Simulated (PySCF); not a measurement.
CH₅FOSi.

```xyz
9

C     -1.3486    -0.5237     0.9160
Si    -0.1151     0.1047    -0.3316
O      1.0388    -1.0183    -0.7196
F      0.6026     1.4119     0.3306
H     -0.8532    -0.7991     1.8618
H     -1.8771    -1.4119     0.5340
H     -2.0992     0.2499     1.1458
H     -0.7218     0.5176    -1.6152
H      1.5208    -1.4401     0.0014
```

The structure is a stationary point at B3LYP-D3(BJ)/def2-SVP. The structure was generated by enumeration; whether it is a known compound was not checked. Other conformers were not sampled.

Level of theory: PySCF with B3LYP/pcSseg-1. Non-relativistic, no solvent.

Computed absolute GIAO shielding of each atom: isotropic value and principal components (ppm):
```
atom  σ(iso)    σ11    σ22    σ33   span
----  ------  -----  -----  -----  -----
C1     178.8  171.4  176.5  188.5   17.2
Si2    346.0  321.3  337.9  378.7   57.4
O3     266.7  223.1  284.6  292.4   69.4
F4     319.2  246.3  336.8  374.3  128.0
H5      31.2   27.7   28.9   37.1    9.4
H6      31.2   27.5   28.7   37.6   10.1
H7      31.1   27.2   28.4   37.6   10.3
H8      26.7   23.7   24.0   32.5    8.9
H9      29.4   22.8   24.6   40.8   18.0
```
